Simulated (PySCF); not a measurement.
Parent: `[CH3:1][CH2:2][c:3]1[cH:4][cH:5][p-:6][cH:7]1` (charge -1) with C1–C2–C3–C4 -86°, [C6H8P]-.

Computed geometry: GFN2-xTB, gas phase. One conformer each, not checked by frequencies here.

| coordinate of the parent | value |
| --- | --- |
| C1–C2 | 1.531 Å |
| C2–C3 | 1.502 Å |
| C3–C4 | 1.402 Å |
| C4–C5 | 1.377 Å |
| C5–P6 | 1.745 Å |
| P6–C7 | 1.744 Å |
| C3–C7 | 1.381 Å |
| C1–C2–C3 | 111.6° |
| C2–C3–C4 | 124.0° |
| C2–C3–C7 | 124.1° |
| C4–C3–C7 | 111.8° |
| C3–C4–C5 | 112.9° |
| C4–C5–P6 | 112.8° |
| C5–P6–C7 | 89.3° |
| C3–C7–P6 | 113.3° |

Task: How does the shared frame change in `[CH3:1][CH2:2][c:3]1[cH:4][p-:5][cH:6][c:7]1[SiH3:8]` (charge -1) with C1–C2–C3–C4 -100°, [C6H10PSi]-? Atoms pair as C1 = C1, C2 = C2, C3 = C3, C4 = C7, C5 = C6, P6 = P5, C7 = C4 (parent first).

Result: 
```
  parent  relative  value in the relative  change
   C1–C2     C1–C2                1.530 Å  -0.001
   C2–C3     C2–C3                1.501 Å  -0.001
   C3–C4     C3–C7                1.417 Å  +0.015
   C4–C5     C7–C6                1.395 Å  +0.018
   C5–P6     C6–P5                1.733 Å  -0.012
   P6–C7     P5–C4                1.750 Å  +0.006
   C3–C7     C3–C4                1.375 Å  -0.006
C1–C2–C3  C1–C2–C3                 111.8°    +0.2
C2–C3–C4  C2–C3–C7                 124.4°    +0.4
C2–C3–C7  C2–C3–C4                 123.2°    -0.9
C4–C3–C7  C7–C3–C4                 112.5°    +0.7
C3–C4–C5  C3–C7–C6                 111.0°    -1.9
C4–C5–P6  C7–C6–P5                 114.0°    +1.2
C5–P6–C7  C6–P5–C4                  89.0°    -0.3
C3–C7–P6  C3–C4–P5                 113.5°    +0.2
```

Of the parent's bonds, C4–C5 changes most (+0.018 Å). Bonds of the relative outside the shared frame: C7–Si8 1.844 Å. Point group C1 → C1.
